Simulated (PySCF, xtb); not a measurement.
C₃H₉BO₂, SMILES COCB(C)O.

Geometry: r2SCAN-D4/def2-SVP. The structure was generated by enumeration, and PubChem lists no compound with its InChIKey, so it may never have been made. Other conformers were not sampled.

Calculation: IEF-PCM-ωB97X/def2-SVP (PySCF 2.14.0).

The values are the electrostatic part of the solvation free energy, E(continuum) − E(gas) at the gas-phase geometry, in a cavity of scaled van der Waals radii (PySCF's table); cavitation and dispersion terms are not included. In vacuum the orbital gap is 12.60 eV. The dipole moment in vacuum is 1.98 D.

Computed values in water (ε = 78.36), chloroform (ε = 4.71), chlorobenzene (ε = 5.70):
```csv
solvent,ε,ΔG(elec) (kcal/mol),dipole (D),gap (eV)
water,78.36,-7.3,2.50,12.89
chloroform,4.71,-5.0,2.33,12.81
chlorobenzene,5.70,-5.4,2.36,12.82
```

For comparison, GFN2-xTB/ALPB(water) (xtb, at the GFN2-xTB geometry, all terms of that model) gives -6.2 kcal/mol.
